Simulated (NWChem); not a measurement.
A series in which one site is exchanged, each optimised at PBE0/def2-SVP with NWChem, gas phase unless a solvent is named. Some are not confirmed as minima by frequencies. def2 effective core potentials on I; no spin-orbit coupling.

A: ClBF (BHClF; site = H)
B: ClB(I)F (BIClF; site = I)
C: ClB(F)F (BClF$_{2}$; site = F)
D: FB(Cl)Cl (BCl$_{2}$F; site = Cl)

```
quantity                                                       A      B    C      D
---------------------------------------------------------  -----  -----  ---  -----
orbital gap (eV), PBE0/def2-SVP                             8.48   6.74  ___   8.56
vertical ionisation energy, ΔSCF, PBE/def2-SVP (eV)        11.89  10.04  ___  11.35
vertical ionisation energy, ΔSCF, CAM-B3LYP/def2-SVP (eV)  12.29  10.39  ___  12.00
static polarisability, CAM-B3LYP/def2-SVPD (bohr³)          29.1   61.5  ___   41.1
```

Problem. Fill in the missing entries.

Solution. 
- orbital gap (eV), PBE0/def2-SVP, C: 9.79
- vertical ionisation energy, ΔSCF, PBE/def2-SVP (eV), C: 12.37
- vertical ionisation energy, ΔSCF, CAM-B3LYP/def2-SVP (eV), C: 12.83
- static polarisability, CAM-B3LYP/def2-SVPD (bohr³), C: 28.1
